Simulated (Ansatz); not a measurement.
`C=C[CH2][GeH3]` + `[SiH3]S` → `C=CS[SiH3]` + `[CH3][GeH3]`  (substitution at a C–C bond)

Calculated with Ansatz (gas phase, PBE0-D4/def2-TZVP geometries, no zero-point term in ΔE). CCSD(T)/CBS is the MP2 limit (def2-TZVPP, def2-QZVPP) plus CCSD(T) − MP2 in def2-TZVPP, frozen cores. Functionals use def2-TZVPP. B3LYP here is the variant with VWN-RPA as its local correlation; programs differ in this. HSE06 is defined as in plane-wave codes. For Ge outer-core shells are correlated without core-valence functions, which leaves a few kJ/mol of doubt a bond. Scalar relativity is left out up to krypton. Each species was taken in one conformer, which may not be the lowest.

```
             level  ΔE (kcal/mol)  difference from CCSD(T)/CBS
            PBE-D4            0.3                         -1.7
         revPBE-D4            0.0                         -2.0
         r2SCAN-D4            0.7                         -1.3
          B3LYP-D4            1.1                         -0.9
          HSE06-D4            1.1                         -0.9
             B3LYP            1.2                         -0.8
             BHLYP            2.1                          0.1
         CAM-B3LYP            1.9                         -0.1
RPA@PBE/def2-TZVPP            2.5                          0.5
      MP2/def2-SVP            3.2                          1.2
     CCSD/def2-SVP            4.0                          2.0
     HF/def2-TZVPP            3.1                          1.1
    MP2/def2-TZVPP            1.6                         -0.4
SCS-MP2/def2-TZVPP            1.8                         -0.2
      HF/CBS(def2)            3.0                          1.0
     MP2/CBS(def2)            1.4                         -0.6
       CCSD(T)/CBS            2.0                            0
```

Largest T1 diagnostic among the species: 0.012.

From BLYP to BHLYP (50 % exact exchange), in def2-TZVPP and without D4, ΔE moves by +1.6 kcal/mol. In def2-TZVPP, CCSD(T) changes the Hartree–Fock value by −0.9 kcal/mol (the triples alone add −0.5 kcal/mol) and MP2 by −1.5 kcal/mol.
